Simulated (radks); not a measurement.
The numbers below are computed, except where a source is named.
Numerical settings for neutral calcium, [Ar] 4s2. Code: a radial shooting solver on a logarithmic mesh with Libxc functionals. Model: scalar-relativistic Kohn-Sham, r2SCAN, spin-polarised, spherical densities, finite nucleus; meta-GGA in the generalised Kohn-Sham scheme; Fermi nuclear charge, rms radius 3.4776 fm. The defaults (mesh step 0.008 in ln r, mesh end at 40 bohr or more with all orbitals vanishing there, Anderson mixing 0.5 over 9 steps, residual threshold near 1e-9 with the energy settled to 1e-9 hartree or 1e-11 of itself, here a cap of 58 iterations) give E = -680.511 hartree and 4s at -3.832 eV in 15 iterations. Run on one thread of a shared host, so times are rough (Arm Neoverse V2): 0.14 s of CPU time, 0.14 s wall, 15 iterations on 2381 mesh points. Changes against that run (0 stands for a change within the tolerance of the run):

| setting | iterations | converged | E (mhartree) | e(4s) (meV) | CPU (s) |
|---|---|---|---|---|---|
| mesh step in ln r 0.2 | 58 | no | -2.91e+06 | -1.16e+06 | 0.13 |
| mesh step in ln r 0.05 | 11 | yes | -1.43 | +0.0664 | 0.02 |
| mesh step in ln r 0.02 | 11 | yes | -0.00263 | 0 | 0.05 |
| mesh end (bohr) 3 | 11 | level above zero | +2.49e+03 | +3.8e+04 | 0.08 |
| mesh end (bohr) 400 | 15 | yes | 0 | 0 | 0.14 |
| residual threshold 0.001 | 9 | yes | 0 | -0.099 | 0.1 |
| residual threshold 0.1 | 9 | yes | 0 | -0.099 | 0.09 |
| mixing 2.5 | 17 | yes | 0 | +0.00529 | 0.16 |
| linear mixing, mixing 0.8 | 43 | no | diverged | - | 0.43 |
| linear mixing, mixing 0.05 | 58 | no | +1.17 | -101 | 0.47 |
| mixing history 3 | 19 | yes | 0 | 0 | 0.16 |
| iteration cap 3 | 3 | no | +1.85 | -37.2 | 0.04 |

Settled on a wrong energy, with an occupied level pushed above zero by the early mesh end: mesh end (bohr) 3 (+2.49 hartree). Apart from these: settings that end as converged yet miss the energy by more than 1 mhartree: mesh step in ln r 0.05 (-0.00143 hartree). A mesh that ends early acts as a hard wall.
